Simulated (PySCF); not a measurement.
Job file and geometry (Å, from GFN2-xTB) of an NMR shielding run on `FC(F)[C@@H](Cl)[C@@H](Cl)[C@H]1C[SiH2]1`, C5H8Cl2F2Si, PySCF 2.14.0, density-fitted response routines, GIAO PBE0/pcSseg-1 NMR shielding, non-relativistic, gas phase; density fitting, a coarse starting grid and PySCF grid level 2 are the driver's defaults:

```
$ OMP_NUM_THREADS=1 python probes_run.py task.json out

{"job": {"kind": "nmr", "xc": "PBE0", "basis": "pcSseg-1"}, "charge": 0, "multiplicity": 1}
F      1.679738     1.163698    -1.469470
C      1.888368     0.997692    -0.139412
F      3.168985     1.356584     0.080688
C      1.664231    -0.462428     0.249554
Cl     1.843669    -0.574107     2.018432
C      0.289288    -0.956805    -0.204012
Cl     0.219993    -2.721525     0.149524
C     -0.870535    -0.257385     0.432909
C     -1.436925     0.975492    -0.296437
Si    -2.629248    -0.480362    -0.239902
H      1.233657     1.696103     0.400188
H      2.458076    -1.071802    -0.193914
H      0.239037    -0.877083    -1.293689
H     -0.735804    -0.135492     1.501761
H     -1.595927     1.848152     0.321527
H     -0.949597     1.235292    -1.226200
H     -3.700711    -0.458278     0.735107
H     -2.775054    -1.271429    -1.444976
```

**Question.** What does the program print?

**Answer.** 
```
coarse grid: 17440 points
cycle   1  E = -1603.7631694739  dE =  1.324e+00  |g| = 7.712e-01  |ddm| = 3.934e+00
cycle   2  E = -1603.6443144365  dE =  1.189e-01  |g| = 1.143e+00  |ddm| = 1.446e+00
cycle   3  E = -1603.8795479560  dE = -2.352e-01  |g| = 6.894e-02  |ddm| = 8.840e-01
cycle   4  E = -1603.8801348510  dE = -5.869e-04  |g| = 4.549e-02  |ddm| = 1.111e-01
cycle   5  E = -1603.8806141412  dE = -4.793e-04  |g| = 1.205e-02  |ddm| = 5.938e-02
cycle   6  E = -1603.8806502069  dE = -3.607e-05  |g| = 3.253e-03  |ddm| = 1.841e-02
cycle   7  E = -1603.8806524264  dE = -2.219e-06  |g| = 7.521e-04  |ddm| = 4.003e-03
final grid: 157648 points
cycle   8  E = -1603.9521351277  dE = -6.358e-05  |g| = 8.601e-03  |ddm| = 3.290e-02
cycle   9  E = -1603.9521157591  dE =  1.937e-05  |g| = 1.235e-02  |ddm| = 1.839e-02
cycle  10  E = -1603.9521504750  dE = -3.472e-05  |g| = 1.526e-03  |ddm| = 1.289e-02
cycle  11  E = -1603.9521509293  dE = -4.542e-07  |g| = 3.680e-04  |ddm| = 2.280e-03
cycle  12  E = -1603.9521509577  dE = -2.838e-08  |g| = 1.211e-04  |ddm| = 4.307e-04
cycle  13  E = -1603.9521509605  dE = -2.808e-09  |g| = 2.268e-05  |ddm| = 1.193e-04
cycle  14  E = -1603.9521509606  dE = -1.050e-10  |g| = 6.319e-06  |ddm| = 3.178e-05
converged SCF energy = -1603.9521509606

GIAO shielding tensors (ppm)
atom      isotropic    diamagn.    paramagn.     s11        s22        s33       span
  0 F      308.989     474.417    -165.428    218.015    331.853    377.099    159.084
  1 C       65.163     242.713    -177.550     47.381     70.923     77.187     29.806
  2 F      311.642     467.238    -155.596    215.011    341.084    378.831    163.820
  3 C      112.077     249.384    -137.307     87.308    119.101    129.822     42.515
  4 Cl     852.777    1146.643    -293.866    718.101    766.402   1073.828    355.727
  5 C      116.336     243.786    -127.451     86.759    118.713    143.535     56.777
  6 Cl     701.776    1146.908    -445.132    353.077    694.469   1057.784    704.707
  7 C      172.453     251.317     -78.864    135.228    169.667    212.464     77.236
  8 C      180.246     252.312     -72.066    154.797    184.096    201.844     47.047
  9 Si     495.720     880.848    -385.128    382.787    400.886    703.488    320.700
 10 H       25.530      28.722      -3.192     23.116     25.952     27.523      4.407
 11 H       27.167      29.498      -2.331     24.029     25.791     31.680      7.651
 12 H       27.859      31.415      -3.556     25.157     27.805     30.615      5.458
 13 H       29.637      30.930      -1.293     23.157     30.681     35.074     11.917
 14 H       30.820      29.949       0.871     25.195     26.732     40.532     15.337
 15 H       30.943      31.133      -0.191     25.095     29.692     38.040     12.945
 16 H       28.942      29.597      -0.655     23.357     26.015     37.453     14.096
 17 H       28.982      29.981      -0.999     23.605     27.507     35.833     12.228
```

**Question.** Turn these shieldings into chemical shifts. Chemical shifts δ = σref − σ; ¹⁹F (170.95 ppm) against CFCl3; TMS for ¹³C (186.93 ppm), ²⁹Si (349.16 ppm), ¹H (31.72 ppm); HCl for ³⁵Cl (949.78 ppm), all at this level.

**Answer.** Averaging equivalent atoms: F 0: -138.0; F 2: -140.7; C 1: 121.8; C 3: 74.8; C 5: 70.6; C 7: 14.5; C 8: 6.7; Cl 6: 248; Cl 4: 97; Si 9: -146.6; H 10: 6.19; H 11: 4.55; H 12: 3.86; H 16: 2.78; H 17: 2.74; H 13: 2.08; H 14: 0.90; H 15: 0.77 ppm. Unscaled 19F shifts against computed CFCl3 carry errors that often reach 10 to 50 ppm.

Size and cost of the density-fitted run: 231 basis functions, 110 s wall time on 1 thread of an Arm Neoverse N1, shared host; peak memory 1.1 GiB.
